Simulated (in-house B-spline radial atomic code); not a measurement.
Ca³⁺ is squeezed into an impenetrable sphere of radius R (the orbitals vanish at R). Level of theory: Dirac-Kohn-Sham LDA VWN5, spherical fractional occupations, Fermi nucleus of rms radius 3.4776 fm; calculated with a B-spline radial code for spherical atoms.

Energies in eV above the free ion in [Ne] 3s2 3p5:

```
R (bohr)  highest level (eV)  [Ne] 3s2 3p5  [Ne] 3s2 3p4 3d1  [He] 2s2 2p5 3s2 3p5 3d1
    8.13               -59.6             0             28.67                     354.3
    6.78               -59.6             0             28.67                     354.3
    5.33               -59.6     0.0006974             28.68                     354.3
    4.18               -59.5       0.04343             28.83                     354.4
    3.82               -59.4        0.1519             29.07                     354.5
     2.9               -57.6         3.308              33.3                       358
    2.61               -55.4         8.418             39.15                     363.2
    2.03                 -42         52.44             85.13                     407.5
    1.71               -20.4         143.4             175.9                     500.4
    1.22                  89         717.4             729.8                      1097
```

Question: Does [Ne] 3s2 3p4 3d1 fall below [Ne] 3s2 3p5 under compression?

Answer: No, it stays above over the whole range.

Question: Does [He] 2s2 2p5 3s2 3p5 3d1 fall below [Ne] 3s2 3p5 under compression?

Answer: No, it stays above over the whole range.

The highest level is first positive in the row R = 1.22 bohr, pushed up by confinement above the zero of the free ion's potential. Each configuration is held fixed and needn't be the lowest in the sphere.
